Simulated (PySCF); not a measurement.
## SiI2: fields on a plane

Method: PySCF, B3LYP, basis Si def2-SVP, I def2-SVP with ECP28 (scalar-relativistic core potentials, no spin–orbit coupling, density fitting).

The singlet minimum has Si–I 2.514 Å (×2); I–Si–I 104.4°.

The plane holds Si1 at (0.00, 0.00), I2 at (2.51, 0.00), I3 at (-0.63, 2.43) Å. Columns run from x = -2.55 to 4.95 Å, rows from y = 4.65 (top) to -1.95 Å, in steps of 0.3 Å. Other isomers or separated fragments may lie lower. Core electrons replaced by a potential are absent, the electrostatic potential uses the reduced nuclear charge, and values within about 0.7 Å of such atoms have no physical meaning.

Task: Give the electron localisation function (set to 0 where the density is under 0.005 e/Å³). Lower edges of the bins: '0' 0.000, '1' 0.100, '2' 0.199, '3' 0.299, '4' 0.398, '5' 0.498, '6' 0.598, '7' 0.697, '8' 0.797, '9' 0.896; top 1.00.

Result: 
```
00000111111000000000000000
00112233433200000000000000
01234556665430000000000000
13456777877653000000000000
35677656788764100000000000
46775222378864100000000000
57873477337874000000000000
68862702727862000000000000
68862735626740000233200000
67873366236620013565431000
56776322366300146777653100
34666666775211478888764200
12234567775323677678875310
00012465213456642235776310
00013640330377426752676310
00136713883177347083476310
01368923883277347083476310
02589971330466426752676310
03689998324645642235775310
00689999997424677778864210
00589999996212578888753100
00068999974101467877642100
00006788741000246665431000
```

Task: Give the electron density (e/Å³) (cut at 5 e/Å³). Every second row and column.

Result: 
```
0.00 0.00 0.01 0.01 0.01 0.01 0.00 0.00 0.00 0.00 0.00 0.00 0.00
0.00 0.02 0.04 0.08 0.07 0.03 0.01 0.00 0.00 0.00 0.00 0.00 0.00
0.01 0.07 0.29 0.60 0.48 0.16 0.03 0.01 0.00 0.00 0.00 0.00 0.00
0.03 0.21 1.20 5.00 3.88 0.47 0.07 0.01 0.00 0.00 0.00 0.00 0.00
0.04 0.27 1.83 5.00 5.00 0.54 0.08 0.02 0.01 0.01 0.01 0.00 0.00
0.02 0.14 0.59 1.39 0.92 0.30 0.07 0.05 0.09 0.08 0.04 0.01 0.00
0.01 0.04 0.15 0.39 0.49 0.27 0.13 0.25 0.56 0.54 0.20 0.04 0.01
0.00 0.02 0.10 0.37 2.58 0.64 0.38 0.78 5.00 5.00 0.59 0.08 0.01
0.00 0.02 0.12 0.48 5.00 2.58 0.48 1.04 5.00 5.00 0.76 0.10 0.01
0.00 0.01 0.08 0.32 0.52 0.36 0.23 0.48 1.43 1.28 0.36 0.06 0.01
0.00 0.01 0.03 0.09 0.13 0.09 0.06 0.11 0.24 0.22 0.09 0.02 0.00
0.00 0.00 0.01 0.02 0.02 0.02 0.01 0.02 0.03 0.03 0.02 0.01 0.00
```
